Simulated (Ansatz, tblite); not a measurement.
Removing and adding an electron: Hg₅H₁₈Se₅. Total charge 0; singlet. Geometry: r2SCAN-D4/def2-SVP. Ansatz, gas phase; energy differences of separate SCF runs; the oxidised species was run as a doublet alone; the reduced species was run as a doublet alone.

```xyz
28

Se   -0.196   -0.098   -3.848
Hg    2.668    1.793   -2.843
Se    0.351    0.984   -0.387
Hg    2.650    3.443    0.434
Se    1.802    1.174    3.031
Hg   -2.347   -2.836   -4.803
Se   -2.473   -1.978   -1.433
Hg   -2.020    0.825    0.444
Se   -1.134   -1.184    3.054
Hg    0.736   -0.753    5.942
H    -1.178    0.985   -3.691
H    -0.476   -0.177   -5.297
H     3.459    0.338   -2.839
H     1.914    3.274   -2.881
H     0.690   -0.406   -0.037
H     3.908    2.512   -0.122
H     1.431    4.426    0.981
H     2.363    1.564    4.341
H     0.740    2.185    3.143
H    -1.125   -3.909   -4.481
H    -3.581   -1.798   -5.186
H    -1.106   -2.513   -1.349
H    -2.972   -2.980   -0.472
H    -3.573    0.919    0.947
H     0.008   -1.942    2.522
H    -2.035   -2.340    2.886
H    -0.223    0.495    6.460
H     1.719   -2.007    5.484
```

In the def2 sets Hg takes a core potential; there is no spin–orbit coupling. The xTB rows come from tblite. Correlated methods freeze 45 core orbitals; core or outer-core shells of Se, Hg are correlated, in sets that lack core-valence functions. Single mean-field runs in def2-TZVP are fitted with def2-universal-jkfit. HOMO above LUMO, or a gap near zero within one spin, warns that the state may not be the lowest or that an electron is smeared out. In the singlet geometry the species has come apart into loosely held pieces. In the doublet geometry the species has come apart into loosely held pieces.

Estimate orbital energies and vertical ionisation energies and electron affinities at: GFN1-xTB; GFN2-xTB; PBE-D4/def2-TZVP; PBE0-D4/def2-TZVP; B2PLYP/def2-TZVP.


| level | −HOMO (eV) | vertical IE (eV) | −LUMO (eV) | vertical EA (eV) | HOMO–LUMO gap (eV) | IE − EA (eV) | remarks |
| --- | --- | --- | --- | --- | --- | --- | --- |
| GFN1-xTB | 11.22 | 13.41 | 6.72 | 5.11 | 4.50 | 8.31 | – |
| GFN2-xTB | 11.67 | 13.35 | 8.25 | 6.57 | 3.42 | 6.77 | – |
| PBE-D4/def2-TZVP | 5.96 | – | 2.00 | 0.59 | 3.96 | – | HOMO above zero (-1 doublet), gap within one spin near zero (-1 doublet) |
| PBE0-D4/def2-TZVP | 7.00 | 8.32 | 1.22 | 0.24 | 5.78 | 8.08 | HOMO above zero (-1 doublet) |
| B2PLYP/def2-TZVP | – | 8.48 | – | 0.00 | – | 8.48 | – |

Relaxing the oxidised species (r2SCAN-D4/def2-SVP) changes its energy by -1.04 eV at PBE0-D4/def2-TZVP, so the adiabatic ionisation energy to this nearest minimum is 7.28 eV.  Relaxing the reduced species (r2SCAN-D4/def2-SVP, loosely relaxed) changes its energy by -1.21 eV at PBE-D4/def2-TZVP, so the adiabatic electron affinity to this nearest minimum is 1.80 eV. At PBE0-D4/def2-TZVP it is 1.54 eV. The geometry of the relaxed charge -1 doublet is only loosely relaxed.  Run but left out: PBE-D4/def2-TZVP (charge +1 doublet: an occupied level 0.02 eV above an empty one).   A HOMO above zero means that the electron is unbound at that level or that self-interaction error raises the level; the energy of removing that electron tells which. Raw xTB energy differences between charge states are shifted by several eV; the methods need an empirical correction for them. Sets without diffuse functions give affinities that are too small.
